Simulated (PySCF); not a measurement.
`N[Si@@](O)([SiH3])P`. Theory: PBE0-D3(BJ)/def2-SVP geometry optimisation, gas phase in PySCF 2.14.0.

```
atom  x, y, z in Å
N1     0.1080    1.3303   -1.3343
Si2    0.2725    0.4081    0.1128
O3     0.4334    1.2716    1.5411
Si4   -1.6597   -0.8634    0.4234
P5     2.1715   -0.7797   -0.2317
H6    -0.7304    1.8662   -1.5282
H7     0.9139    1.7079   -1.8206
H8     1.2079    1.8398    1.6105
H9    -2.8786    0.0050    0.4934
H10   -1.5681   -1.6640    1.6830
H11   -1.8251   -1.8070   -0.7264
H12    1.9878   -1.6223    0.9061
H13    1.5616   -1.6905   -1.1469
```

(1) Which two atoms are farthest apart?

(2) Work out the bond lengths N1–Si2, N1–H7, Si2–O3, Si2–Si4, O3–H8, Si4–H9, Si4–H11, P5–H12 in Å.

(3) Where is the centre of mass (commonest isotopes), and what is the radius of gyration?

(4) How far apart are these pairs, which share no bond: N1···O3, Si2···H11, O3···H11, Si4···H12, H8···H13, H9···H13?

(5) What are the angles Si2–N1–H6, N1–Si2–P5, Si4–Si2–P5, N1–Si2–O3?

Answers

(1) H7···H10, 5.46 Å; the next longest distance is 5.29 Å.

(2) For N1–Si2 the difference vector is (0.1645, -0.9222, 1.4471) Å, of length 1.7238 Å. N1–Si2 1.724; N1–H7 1.014; Si2–O3 1.677; Si2–Si4 2.334; O3–H8 0.963; Si4–H9 1.498; Si4–H11 1.497; P5–H12 1.428 Å.

(3) Mass 124.988 u; centre at (0.284, 0.006, 0.106) Å; Rg = √(Σ m r²/M) = 1.878 Å. As Ia + Ib + Ic = 2 Σ m r², the three principal moments sum to 881.7 u·Å².

(4) N1···O3 2.894 Å (2 bonds apart); Si2···H11 3.164 Å (2 bonds apart); O3···H11 4.441 Å (3 bonds apart); Si4···H12 3.757 Å (3 bonds apart); H8···H13 4.493 Å (4 bonds apart); H9···H13 5.028 Å (4 bonds apart).

(5) From the scalar product of the two bond vectors; for Si2–N1–H6 it is -0.9127 Å² over 1.7238 × 1.0138 Å², cos θ = -0.5223. Si2–N1–H6 121.5°; N1–Si2–P5 103.5°; Si4–Si2–P5 115.4°; N1–Si2–O3 116.7°.

Not checked by PBE0-D3(BJ)/def2-SVP frequencies. The numbers are those of one conformer.
